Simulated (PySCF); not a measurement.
Magnetic shielding above rings: a mixed set.

NICS is the negative of the GIAO shielding at a point without a nucleus: at the ring centre (0) and 1 Å above and below it (1); zz is the component along the ring normal. Level: GIAO PBE0/pcSseg-1 (PySCF, non-relativistic, gas phase) on the GFN2-xTB geometries, one conformer each. Atom numbers follow the mapped SMILES.

Question: Order these rings by mean NICS(1)zz, lowest (most negative) first (ppm).
A. ring P3–C5–C6–C8–C10 in `[CH2:1]=[CH:2][P@:3]1(=[O:4])[CH2:5][C:6]([CH3:7])=[C:8]([F:9])[CH2:10]1`
B. ring N4–C5–C6–C7–C8 in `[CH3:1][C:2]#[C:3][n:4]1[cH:5][cH:6][cH:7][cH:8]1`
C. ring C4–C5–C6–C7 in `[CH2:1]=[N:2]/[CH:3]=[C:4]1\[CH:5]=[CH:6][C:7]1=[CH2:8]`
D. ring C2–C3–C4–C5–C6 in `[F:1][C:2]1=[CH:3][CH2:4][CH:5]=[CH:6]1`
E. ring C7–C9–C10 in `[F:1][C@H:2]([C:3]([F:4])([F:5])[F:6])[C:7]1([F:8])[CH:9]=[CH:10]1`
F. ring C3–C4–C5–C7–C8 in `[N:1]#[C:2][C:3]1=[CH:4][C@@H:5]2[CH2:6][C@@H:7]2[CH2:8]1`
G. ring C5–O6–C7 in `[F:1][CH:2]([F:3])[O:4][C@@H:5]1[O:6][C@@H:7]1[CH:8]([Cl:9])[Cl:10]`

Answer: B (-27.8), E (-19.4), G (-17.6), D (-11.9), F (-2.9), A (-1.0), C (3.9).

| SMILES | ring | NICS(0) | NICS(1) | NICS(1)zz | HOMA | rms pucker (Å) | ring atoms with four or more neighbours |
| --- | --- | --- | --- | --- | --- | --- | --- |
| CC#Cn1cccc1 | 5-membered ring with N; formal bonds all aromatic | -14.0 | -10.7 | -27.8 | 0.88 | 0.00 | 0 |
| F[C@H](C(F)(F)F)C1(F)C=C1 | 3-membered carbocycle; formal bonds 1 double, 2 single | -30.5 | -10.0 | -19.4 | – | 0.00 | 1 |
| FC(F)O[C@@H]1O[C@@H]1C(Cl)Cl | 3-membered ring with O; formal bonds all single | -43.6 | -6.2 | -17.6 | – | 0.00 | 2 |
| FC1=CCC=C1 | 5-membered carbocycle; formal bonds 2 double, 3 single | -5.9 | -5.8 | -11.9 | – | 0.00 | 1 |
| N#CC1=C[C@@H]2C[C@@H]2C1 | 5-membered carbocycle; formal bonds 1 double, 4 single | -6.6 | -4.5 | -2.9 | – | 0.02 | 3 |
| C=C[P@]1(=O)CC(C)=C(F)C1 | 5-membered ring with P; formal bonds 1 double, 4 single | -5.3 | -3.3 | -1.0 | – | 0.14 | 3 |
| C=N/C=C1\C=CC1=C | 4-membered carbocycle; formal bonds 1 double, 3 single | 5.8 | -2.0 | 3.9 | -0.65 | 0.00 | 0 |

NICS(0) gives another order. The isotropic NICS(1) gives the same order. HOMA uses Krygowski's 1993 parameters; it is left out where a ring has a four-coordinate atom, a triple bond, no multiple bond or a kind of bond without parameters. NICS(1) and NICS(1)zz are means over the two faces.
